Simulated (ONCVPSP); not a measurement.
# PBE ONCV dataset for iodine (I), scalar-relativistic all-electron reference.

- Element: iodine
- Generator: ONCVPSP 4.0.1
- Type: optimised norm-conserving Vanderbilt (ONCV)
- Functional: PBE
- Relativity: scalar-relativistic
- Frozen core: [Kr] 4d10
- Valence charge: 7
- Reference configuration: 5s2 5p4.75 (charge +0.25)
- Partial waves: 5s: rc 1.86 bohr, ncon 5, nbas 9, qcut 3.8 1/bohr, 2 projectors, debl 2.8 Ha; 5p: rc 2.05 bohr, ncon 4, nbas 7, qcut 4.8 1/bohr, 2 projectors, debl 2 Ha
- Local potential: polynomial inside 1.30 bohr (lpopt 5, dvloc0 6 Ha)
- Core correction: Teter function, fcfact 4.5, rcfact 1.25

All-electron outer shells of the reference configuration (PBE, scalar-relativistic, ld1.x):

```csv
shell,level (eV),outermost node (bohr),outermost maximum (bohr)
4p,-129.82,0.37,0.72
4d,-52.53,0.35,0.78
5s,-19.52,0.88,1.70
5p,-9.06,0.96,2.02
```

Does the generator finish with these settings?

Yes, a potential is produced and its reference levels are reproduced.

Estimate the cutoffs (Ha) at which the residual kinetic energy of the hardest occupied pseudo-wave falls to 1 and 0.1 mHa per electron.

13 Ha and 48 Ha.

Does the potential have ghost states?

No bound ghost flagged; GHOST(+) flagged for s at 61.3 eV, p at 133.1 eV.

Which valence shell sets the plane-wave cutoff?

5s: 13 Ha for 1 mHa per electron, against 9 Ha for 5p.

Tests: 5s2 5p5; 5s2 5p4; 5s2 5p3; 5s1 5p5. Which has the largest error in its energy relative to the reference configuration, and how large is it?

5s2 5p3, with -20 meV (all-electron minus pseudo) on +28.96 eV.
